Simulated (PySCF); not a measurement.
C6H15BS.
Structure used (PBE0-D3(BJ)/def2-SVP), in Å, numbered top down from 1:
```xyz
23
C6H15BS angstrom
C      3.103   -0.826    0.809
C      2.579    0.063   -0.043
C      1.711   -0.241   -1.216
B      0.254    0.464   -1.141
S     -0.512    0.069    0.645
C     -0.567   -1.726    0.691
C     -2.275    0.438    0.416
C     -2.511    1.932    0.337
H      2.974   -1.904    0.656
H      3.695   -0.516    1.674
H      2.754    1.130    0.152
H      2.173    0.164   -2.135
H      1.642   -1.333   -1.363
H      0.293    1.688   -1.117
H     -0.584    0.015   -1.917
H     -1.175   -2.055    1.545
H     -0.969   -2.114   -0.256
H      0.468   -2.064    0.827
H     -2.800   -0.009    1.275
H     -2.595   -0.074   -0.505
H     -3.587    2.131    0.224
H     -2.163    2.443    1.247
H     -1.988    2.369   -0.526
```

Level of theory: PBE0-D3(BJ)/def2-SVP geometry optimisation, gas phase (PySCF 2.14.0).

Take the most abundant isotopes and a rigid rotor. The values belong to one conformer with, in the numbering `[CH2:1]=[CH:2][CH2:3][BH2-:4][S@+:5]([CH3:6])[CH2:7][CH3:8]`, C1–C2–C3–B4 121°, C2–C3–B4–S5 -50°, C3–B4–S5–C6 -59°, B4–S5–C7–C8 -73°.

(1) What are A, B and C (MHz)?

(2) Classify the top.

(3) Is it planar, by Δ = Ic − Ia − Ib?

(4) Where do the levels up to J = 5 lie, in MHz?

(5) Which lines would a microwave search look for?

## Answers

(1) Ia = 176.82, Ib = 552.66, Ic = 614.92 u·Å²; 505379 MHz·u·Å²/I gives A = 2858, B = 914.4, C = 821.9 MHz.

(2) A near-prolate asymmetric top. Ray's parameter κ = (2B − A − C)/(A − C) = -0.909; −1 is the prolate and +1 the oblate limit.

(3) Not planar: Δ = Ic − Ia − Ib = -114.56 u·Å². For a rigid frame Δ = −2 Σ m c², so Σ m c² = 57.28 u·Å² lies off the ab plane: 20.12 from hydrogen and 37.16 from heavier atoms. The atom farthest from that plane is 1.83 Å away.

(4) Above 0(0,0):
J = 1: 1(0,1) 1736, 1(1,1) 3680, 1(1,0) 3773
J = 2: 2(0,2) 5206, 2(1,2) 7060, 2(1,1) 7338, 2(2,1) 13169, 2(2,0) 13172
J = 3: 3(0,3) 10402, 3(1,3) 12128, 3(1,2) 12684, 3(2,2) 18378, 3(2,1) 18394, 3(3,1) 28330, 3(3,0) 28330
J = 4: 4(0,4) 17315, 4(1,4) 18882, 4(1,3) 19807, 4(2,3) 25321, 4(2,2) 25369, 4(3,2) 35282, 4(3,1) 35282, 4(4,1) 49207, 4(4,0) 49207
J = 5: 5(0,5) 25933, 5(1,5) 27319, 5(1,4) 28705, 5(2,4) 33995, 5(2,3) 34107, 5(3,3) 43974, 5(3,2) 43976, 5(4,2) 57895, 5(4,1) 57895, 5(5,1) 75799, 5(5,0) 75799
The levels of one J sum to (2J + 1)J(J + 1)(A + B + C)/3.

(5) The dipole components are |μa| = 3.07 D, |μb| = 3.01 D, |μc| = 0.35 D. The squared components, which scale the intensities, stand as 1.00 : 0.96 : 0.01 (a : b : c). Some lines, for components of 0.1 D or more:

| type | branch | J(Ka,Kc) | MHz | lower level (cm⁻¹) |
| --- | --- | --- | --- | --- |
| c | Q | 3(1,3) ← 3(0,3) | 1726 | 0.347 |
| a | R | 1(0,1) ← 0(0,0) | 1736 | 0.000 |
| b | R | 3(0,3) ← 2(1,2) | 3342 | 0.235 |
| b | R | 1(1,1) ← 0(0,0) | 3680 | 0.000 |
| a | R | 3(1,2) ← 2(1,1) | 5346 | 0.245 |
| c | R | 2(1,1) ← 1(0,1) | 5602 | 0.058 |
| c | R | 2(2,0) ← 1(1,0) | 9400 | 0.126 |
| b | R | 3(3,1) ← 2(2,0) | 15158 | 0.439 |
| c | R | 3(3,1) ← 2(2,1) | 15161 | 0.439 |
| b | R | 3(3,0) ← 2(2,1) | 15161 | 0.439 |

Whether it is a minimum is left open (no frequencies). No vibrational averaging or centrifugal distortion is included, and the geometry carries the error of its method. A rigid rotor knows nothing of internal rotation, which can split or shift real lines. Quadrupole hyperfine structure (11B) is left out.
